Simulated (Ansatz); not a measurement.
H2O2S2W (`[OH][W]([OH])(=[S])=[S]`), relaxed with RKS PBE0-D4/def2-TZVP in Ansatz from a PBE-D4/def2-SVP geometry. The force threshold is 0.005 eV/Å; the program also tests the step.

Charge 0, multiplicity 1. W takes the def2 core potential.

Start:

```xyz
7

O    -0.911   -1.502    0.006
W     0.359   -0.099   -0.011
O    -0.107    1.296    1.180
S     0.546    0.685   -2.006
S     2.251   -0.908    0.622
H    -1.605   -1.592   -0.674
H    -0.535    2.121    0.883
```

```tsv
step	energy (eV)	largest force (eV/Å)	largest move (Å)
1	-27619.0494	0.898	0.000
2	-27619.0883	0.738	0.052
3	-27619.1062	0.068	0.020
4	-27619.1065	0.029	0.004
5	-27619.1065	0.074	0.005
6	-27619.1067	0.005	0.003
7	-27619.1067	0.001	0.003
```

End:

```xyz
7

O    -0.915   -1.467    0.019
W     0.360   -0.097   -0.015
O    -0.127    1.269    1.167
S     0.528    0.680   -1.984
S     2.225   -0.899    0.616
H    -1.567   -1.590   -0.676
H    -0.503    2.104    0.873
```

Hardware: 4 threads of an Arm Neoverse V1 on a shared host. Wall time 31 s, peak host memory 0.55 GiB.
